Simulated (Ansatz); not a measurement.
Gas-phase electronic energies from Ansatz, PBE0-D4/def2-TZVP geometries. CBS: MP2 limit from def2 TZ/QZ plus the TZ coupled-cluster correction, frozen cores. DFT in def2-TZVPP. B3LYP here is the variant with VWN-RPA as its local correlation; programs differ in this. One conformer a species, not always the lowest.

`C=C(F)N[SiH3]` → `CN1[SiH2]C1F`  (isomerisation)

`C=C(F)N[SiH3]`:

Cartesian coordinates in Å:
```
C -1.981 0.027 0.936
C -0.722 0.231 0.567
F 0.016 1.171 1.181
N 0.024 -0.384 -0.399
Si 1.681 -0.014 -0.786
H -2.410 0.617 1.731
H -2.581 -0.726 0.447
H -0.462 -1.104 -0.906
H 2.586 -0.250 0.366
H 1.844 1.386 -1.248
H 2.005 -0.954 -1.888
```

`CN1[SiH2]C1F`:

Z-matrix (Å, degrees):
```
C
N 1 1.434
H 1 1.097 2 111.3
H 1 1.094 2 111.1 3 -120.8
H 1 1.091 2 109.6 3 119.7
Si 2 1.691 1 154.9 3 -94.7
C 2 1.409 1 128.7 3 50.1
H 6 1.481 2 119.1 1 -99.3
H 6 1.486 2 120.0 1 44.6
F 7 1.390 2 115.5 1 80.7
H 7 1.094 2 118.2 1 -48.0
```

```
          level  ΔE (eV)
        ωB97X-V     1.12
        ωB97M-V     1.17
          B3LYP     1.23
  HF/def2-TZVPP     1.52
CCSD/def2-TZVPP     1.24
   HF/CBS(def2)     1.51
  MP2/CBS(def2)     1.14
 CCSD/CBS(def2)     1.21
```

Question: What does CCSD(T)/CBS give? (Best estimate.)

Answer: Ansatz gave: +1.19 eV. The listed levels differ from it by -0.07, -0.02, 0.04, 0.33, 0.05, 0.32, -0.05, 0.02 eV.

Largest T1 diagnostic among the species: 0.013.

In def2-TZVPP, CCSD(T) changes the Hartree–Fock value by −0.31 eV (the triples alone add −0.02 eV) and MP2 by −0.35 eV. From PBE to PBE0 (25 % exact exchange), in def2-TZVPP and without D4, ΔE moves by +0.05 eV.
